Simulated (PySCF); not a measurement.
**Spectroscopy problems**

PySCF calculation with shielding tensors at PBE0/pcSseg-1 (GIAO) and coordinates at the GFN2-xTB level; isolated molecule, fast rotation and ring inversion assumed for equivalent nuclei, a single conformation, non-relativistic Hamiltonian.

Scale: TMS for 1H (31.72 ppm) and 13C (186.93 ppm) (reference shieldings calculated alike). Splittings of carbon signals by F and P are missing where no couplings were computed. Where no couplings were computed, multiplicities follow the n + 1 count of equivalent neighbours, and m marks all less simple cases (inequivalent or close neighbours, rings, F or P nearby). Shifts are as computed. Against solution values, carbons near 30 ppm lie about +3 ppm off and those near 130 ppm about +5 ppm; carbons on Cl a further +6 ppm. Of 1211 compounds with measured shifts, 218 miss one by over three times the rms of a fit or turn the order of signals round; such compounds aren't used in these exercises. Carbons bonded to Cl come out too deshielded.

(1) C4H5ClN2. 1H NMR (600 MHz, computed): δ 6.94 (m, 1H), 6.75 (m, 1H), 3.69 (s, 3H). 13C{1H} NMR (computed): δ 144.2, 137.8, 120.1, 34.0. Identify the compound.

(2) C5H2F6O. 1H NMR (300 MHz, computed): δ 3.17 (m, 1H), 3.05 (m, 1H). 13C{1H} NMR (computed): δ 170.4 (C), 134.7 (C), 132.4 (C), 53.7 (C), 47.1 (CH2). What is it?

(3) C3H13ClSi4. 1H NMR (300 MHz, computed): δ 6.18 (br s, 1H), 5.63 (br s, 1H), 4.37 (s, 2H), 4.32 (d, 2H), 3.55 (m, 6H), 3.52 (m, 1H). 13C{1H} NMR (computed): δ 153.4 (C), 135.2 (CH2), 59.5 (CH2). What is it?

Results:

(1) SMILES Cn1cnc(Cl)c1. Rings plus π bonds: 3 (1 ring in the answer). 4 carbon signals for 4 carbons: no two carbons are equivalent. Carbon types of the structure: 1 × C, 2 × CH, 1 × CH3, which accounts for all hydrogens. δC 144.2: aromatic carbon bearing chlorine. δC 137.8: aromatic CH between two ring heteroatoms. δC 120.1: aromatic CH next to a ring nitrogen. δH 6.94: hydrogen on an aromatic CH between two ring heteroatoms; it sits in the deshielding region of the aromatic ring current.

This is the structure that produced the data.

(2) SMILES FC(F)=C(F)[C@]1(C(F)(F)F)CO1. The formula gives 2 degrees of unsaturation (1 ring in the answer). 5 carbon signals for 5 carbons: no two carbons are equivalent. Carbon types of the structure: 4 × C, 1 × CH2, which accounts for all hydrogens. δC 170.4, 134.7: fully substituted alkene carbon. δC 132.4: CF3 carbon; 3 electronegative neighbours deshield it. δC 53.7, 47.1: epoxide ring carbon; the inductive effect lowers its shielding. δH 3.17, 3.05: hydrogen on an epoxide ring carbon; its carbon carries O, which withdraws density.

The shifts were computed for this structure.

(3) SMILES [SiH2](C(=C)CCl)[SiH]([SiH3])[SiH3]. Rings plus π bonds: 1 (no ring in the answer). 3 carbon signals for 3 carbons: no two carbons are equivalent. Carbon types of the structure: 1 × C, 2 × CH2, leaving 9 H on heteroatoms. δC 153.4: fully substituted alkene carbon; the olefinic region. δC 135.2: terminal =CH2 carbon; the olefinic region. δC 59.5: allylic sp3 CH2 bonded to Cl; deshielded by the electronegative neighbour. δH 6.18, 5.63: hydrogen on a terminal =CH2 carbon; olefinic region.

The data come from this structure; uniqueness wasn't tested.
